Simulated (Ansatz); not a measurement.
One change: `[SiH3]C#C[O][GeH3]` becomes `O[SiH2]C#C[SiH3]`.

Ansatz, PBE0-D4/def2-TZVP geometries, multiplicity 1. Each molecule was computed in one conformer, which needn't be the lowest.

Scalar relativity is left out up to krypton.

```tsv
property	`[SiH3]C#C[O][GeH3]`
size of the dipole moment (B3LYP/def2-TZVPP) / D	3.78
LUMO energy (ωB97M-V/def2-TZVPP) / eV	1.13
size of the dipole moment (ωB97M-V/def2-TZVPP) / D	3.84
LUMO energy (PBE0/def2-TZVPP) / eV	-0.73
HOMO–LUMO gap (B3LYP/def2-TZVPP) / eV	5.79
size of the dipole moment (PBE/def2-TZVPP) / D	3.80
```

Q: Give the same properties after the change, and the shifts. (An estimate is asked.)

A: Ansatz gave: 
```tsv
property	`O[SiH2]C#C[SiH3]`	shift
size of the dipole moment (B3LYP/def2-TZVPP) / D	1.36	-2.42
LUMO energy (ωB97M-V/def2-TZVPP) / eV	0.90	-0.23
size of the dipole moment (ωB97M-V/def2-TZVPP) / D	1.36	-2.48
LUMO energy (PBE0/def2-TZVPP) / eV	-1.02	-0.29
HOMO–LUMO gap (B3LYP/def2-TZVPP) / eV	6.76	0.97
size of the dipole moment (PBE/def2-TZVPP) / D	1.32	-2.48
```

With PBE0 the HOMO falls by 1.19 eV and the LUMO falls by 0.29 eV, so the gap widens by about 0.90 eV. PBE moves the HOMO by -1.20 eV and ωB97M-V by -1.20 eV. Dipoles are sizes alone; their direction can turn.

B3LYP here is the variant with VWN-RPA as its local correlation; programs differ in this.
